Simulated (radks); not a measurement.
Trend from Sc to Zn: ionisation energy by Delta-SCF between NIST ground configurations, and size. Method: scalar-relativistic Kohn-Sham, PBE, spin-polarised, spherical densities, finite nucleus; open shells are filled with parallel spins first; Fermi nuclear charge, rms radius of each element as measured or else 0.836 A^(1/3) + 0.57 fm; computed with a radial shooting solver on a logarithmic mesh with Libxc functionals.

\begin{tabular}{lrrrr}
species & configuration & IE (eV) & NIST (eV) & kind \\ \hline
Sc & [Ar] 3d1 4s2 & 6.461 & 6.561 & exp. \\
Ti & [Ar] 3d2 4s2 & 6.705 & 6.828 & exp. \\
V & [Ar] 3d3 4s2 & 5.966 & 6.746 & exp. \\
Cr & [Ar] 3d5 4s1 & 7.396 & 6.767 & exp. \\
Mn & [Ar] 3d5 4s2 & 7.236 & 7.434 & exp. \\
Fe & [Ar] 3d6 4s2 & 7.836 & 7.902 & exp. \\
Co & [Ar] 3d7 4s2 & 7.733 & 7.881 & exp. \\
Ni & [Ar] 3d8 4s2 & 7.076 & 7.640 & exp. \\
Cu & [Ar] 3d10 4s1 & 8.382 & 7.726 & exp. \\
Zn & [Ar] 3d10 4s2 & 9.596 & 9.394 & exp. \\
\end{tabular}

Reference values: NIST Atomic Spectra Database (measured). Open shells are spherical and high-spin; term and fine-structure splittings are not resolved.
